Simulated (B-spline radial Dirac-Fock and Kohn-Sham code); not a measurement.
## Binding energies of Re³⁷⁺ at several levels of theory

System: the Re³⁷⁺ ion in the configuration [Kr] 4d2.

The density-functional columns are spherical, spin-unpolarised Dirac-Kohn-Sham results without Breit or QED terms: −ε is minus the orbital energy of the initial state and ΔSCF the difference of two total energies. The reference in the last column comes from Dirac-Fock (average of configuration) total-energy differences with a finite nucleus, the Breit interaction including its frequency dependence, and self-energy and vacuum-polarisation corrections. All numbers are from a B-spline atomic structure program, in eV; a selection of levels is shown. For the 1s level of heavy atoms much of the gap between ΔSCF and the reference is the Breit and QED part, -366.9 eV here; for other levels the error of the functional can be larger.

```
level   LDA −ε  LDA ΔSCF  Dirac-Fock
    K  73069.6   73663.6     73310.1
   L1  13986.4   14118.5     14175.5
   L2  13459.9   13622.1     13600.5
   L3  12021.4   12164.2     12176.5
   M1   4422.0    4476.9      4530.0
   M2   4189.9    4247.6      4279.1
   M3   3869.8    3923.8      3957.4
   M4   3483.6    3545.1      3545.7
   M5   3413.6    3473.8      3477.0
   N1   1974.5    2003.2      2017.0
   N2   1875.1    1903.9      1901.8
   N3   1776.3    1803.7      1804.0
 N4,5   1602.7    1630.6      1627.4
```

Values without a named source are computed, but for edge energies of neutral atoms, which are taken from tables.
